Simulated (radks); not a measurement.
Species: Sn4+. Configuration: [Kr] 4d9.75 4f0.25 (fractional occupations, a model configuration). All-electron calculation, Dirac Kohn-Sham, BLYP, spin-unpolarised, spherical densities, point nucleus; open shells are shared between the two j in proportion to 2j + 1. Program: a radial shooting solver on a logarithmic mesh with Libxc functionals.

Spin-orbit splittings of the eigenvalues, e(l+1/2) - e(l-1/2), with zeta = 2 splitting/(2l+1) and mean radii in bohr:

shell  occ.  splitting (eV)  zeta (eV)  <r> j=l-1/2  <r> j=l+1/2
2p        6           230.8      153.8       0.1058       0.1112
3p        6           42.14      28.09       0.3299       0.3411
3d       10           8.700      3.480       0.3125       0.3161
4p        6           7.663      5.109       0.8617       0.8907
4d     9.75           1.095     0.4380        1.057        1.069
4f     0.25         0.01181   0.003374        2.873        2.878
